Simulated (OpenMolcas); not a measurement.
Si2+: effect of the basis set

```yaml
Program: OpenMolcas 26.06
Method: "SS-RASPT2, IPEA 0.25 Eh, imaginary shift 0.1 Eh (closed shells correlated: 2s 2p)"
Active_space: 2 electrons in 9 orbitals (RAS2 3s 3p; RAS3 3d, at most 2 electrons)
State_averaging: 2S+1 = 3 even, 3 roots; 2S+1 = 1 even, 7 roots; 2S+1 = 3 odd, 3 roots; 2S+1 = 1 odd, 3 roots
Spin-orbit_coupling: RASSI with atomic mean-field integrals over the reference wave functions, term energies averaged over their components
```

A. ANO-RCC-VTZP [5s4p2d1f], DKH2, point nucleus; CASPT2 step about 4 core-seconds
B. ANO-R2 [5s4p3d1f], X2C, finite nucleus; CASPT2 step of the order of 4 core-seconds
C. ANO-RCC-VQZP [6s5p3d2f1g], DKH2, point nucleus; CASPT2 step of the order of 9 core-seconds
D. ANO-RCC [8s7p5d4f2g], DKH2, point nucleus; CASPT2 step roughly 15 core-seconds

Energies in cm⁻¹ above 3s² ¹S₀, the measured ground level; measured values from NIST levels in Kelleher and Podobedova, J. Phys. Chem. Ref. Data 37, 1285 (2008).

| Level | A | B | C | D | Measured |
| --- | --- | --- | --- | --- | --- |
| 3s² ¹S₀ | 0.0 | 0.0 | 0.0 | 0.0 | 0.0 |
| 3s 3p ³P°₀ | 51729 | 52006 | 51927 | 52533 | 52725 |
| 3s 3p ³P°₁ | 51836 | 52115 | 52035 | 52643 | 52853 |
| 3s 3p ³P°₂ | 52051 | 52334 | 52253 | 52864 | 53115 |
| 3s 3p ¹P°₁ | 83354 | 82790 | 83035 | 82908 | 82884 |
| 3p² ¹D₂ | 121257 | 121402 | 121460 | 122069 | 122215 |

Deviations, from unrounded energies. A percentage is the sum of absolute deviations over the sum of measured energies, with the sign that they share, or ± where signs differ.

| Against measurement | Levels | A | B | C | D |
| --- | --- | --- | --- | --- | --- |
| mean absolute deviation (cm-1) | 5 | 900 | 630 | 680 | 160 |
| other configurations (%) | 5 | ±1.2 | -0.9 | ±0.9 | ±0.2 |

D lies closest to measurement on these levels and A furthest from it. The largest miss of D in the table is 3s 3p ³P°₂, by -250 cm-1. The ranking rests on the paired levels alone, and a cruder setting can come out closer through cancelling errors.

Among A to D the level of the table that moves most is 3s 3p ³P°₂, by 810 cm-1 (lowest in A, highest in D).

Configurations are named by rounded mean occupations; where the s occupation lies near a half they are strongly mixed, a name can repeat and a true partner stay unpaired. Active for correlation alone: 3d; no level in the range computed is led by a configuration that fills it, so any true level of that kind is missing. Some terms mix strongly with configurations of 3d, whose occupation reaches 0.32 (3p² ¹D) (figures for A; the like holds for B, C, D). Measured partners are found by configuration, term and J. A level has none where our copy of the source lacks it or the pairing is in doubt (some pairs that miss far off the trend of their configuration count as doubtful), and it then counts in no deviation. Only configurations of the active space appear. Levels that lie high or do not pair safely by name in every column are left out.

° marks odd parity.
